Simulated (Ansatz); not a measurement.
Consider the cleavage of the Si–Si bond: `FC[SiH2][SiH2]F` + `O[SiH](O)F` → `O[SiH](F)O[SiH2]F` + `FC[SiH3]`.

Isolated molecules relaxed with PBE0-D4/def2-TZVP in Ansatz; ΔE leaves out vibrations. CCSD(T)/CBS is the MP2 limit (def2-TZVPP, def2-QZVPP) plus CCSD(T) − MP2 in def2-TZVPP, frozen cores. This one scheme is used for every species. DFT in def2-TZVPP. B3LYP here is the variant with VWN-RPA as its local correlation; programs differ in this. HSE06 is defined as in plane-wave codes. One conformer a species, not always the lowest.

```tsv
level	ΔE (kJ/mol)	difference from CCSD(T)/CBS
LDA (SPW92)	-113.5	24.1
PBE0-D4	-118.9	18.7
B3LYP-D4	-135.7	1.9
HSE06-D4	-118.7	18.9
BHLYP-D4	-148.0	-10.4
ωB97M-V	-138.5	-0.9
B2PLYP	-141.1	-3.5
PBE0	-119.1	18.5
BHLYP	-148.7	-11.1
LC-ωPBE	-127.1	10.5
RPA@PBE/def2-TZVPP	-138.6	-1.0
CCSD(T)/def2-SVP	-135.4	2.2
CCSD/def2-TZVPP	-142.0	-4.4
SCS-MP2/def2-QZVPP	-149.1	-11.5
HF/CBS(def2)	-167.5	-29.9
CCSD/CBS(def2)	-141.2	-3.6
CCSD(T)/CBS	-137.6	0
```

Question: What do rigid-rotor, harmonic-oscillator terms from PBE0-D4/def2-TZVP frequencies (298.15 K, 1 bar) make of the CCSD(T)/CBS value? (Best estimate.)

Answer: Computed: ΔZPE = -2.9 kJ/mol, ΔH = -141.0 kJ/mol, ΔS = 7 J/(mol·K), ΔG = -143.3 kJ/mol. Modes under 50 cm⁻¹ make the entropy rough.

Largest T1 diagnostic among the species: 0.012.

From BLYP to BHLYP (50 % exact exchange), in def2-TZVPP and without D4, ΔE moves by −19.7 kJ/mol. Leaving LDA and LC-ωPBE aside and taking each functional with its dispersion term where it has one, the values, not all of them listed here, spread over 38.9 kJ/mol, from BHLYP-D4 to PBE-D4. LDA lies −4.3 kJ/mol from PBE without D4. In def2-TZVPP, CCSD(T) changes the Hartree–Fock value by +25.4 kJ/mol (the triples alone add +3.5 kJ/mol) and MP2 by +19.1 kJ/mol.
